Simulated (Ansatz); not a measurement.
Consider the cleavage of the Si–Al bond: `O[SiH2][Al]([OH])[OH]` + `N[SiH2][AlH2]` → `O[SiH2]N[SiH2][AlH2]` + `[OH][AlH][OH]`.

Calculated with Ansatz (gas phase, PBE0-D4/def2-TZVP geometries, no zero-point term in ΔE). CBS: MP2 limit from def2 TZ/QZ plus the TZ coupled-cluster correction, frozen cores. This one scheme is used for every species. Functionals use def2-TZVPP. B3LYP here is the variant with VWN-RPA as its local correlation; programs differ in this. One conformer a species, not always the lowest.

(1) Is it downhill or uphill in electronic energy at CCSD(T)/CBS, and by how much? (An estimate is asked.)

(2) What do these levels give: PBE-D4, PBE0-D4, ωB97X-V, B2PLYP, PBE, r2SCAN, PBE0, B3LYP, HF/def2-TZVPP, SCS-MP2/def2-QZVPP, HF/CBS(def2), MP2/CBS(def2)? (Estimate.)

Largest T1 diagnostic among the species: 0.013.

## Answers

(1) Ansatz gave: Downhill: ΔE = -20.0 kcal/mol.

(2) Ansatz gave: PBE-D4 -14.9, PBE0-D4 -16.4, ωB97X-V -18.9, B2PLYP -19.9, PBE -14.2, r2SCAN -18.4, PBE0 -15.8, B3LYP -18.1, HF/def2-TZVPP -22.3, SCS-MP2/def2-QZVPP -22.1, HF/CBS(def2) -22.7, MP2/CBS(def2) -22.0 kcal/mol.

The D4 term adds −1.1 kcal/mol with B3LYP and −0.6 kcal/mol with PBE0; it sums over pairs of atoms, weighted by their polarisabilities, and B3LYP, whose exchange is more repulsive, gets the larger term. From PBE to PBE0 (25 % exact exchange), in def2-TZVPP and without D4, ΔE moves by −1.7 kcal/mol.
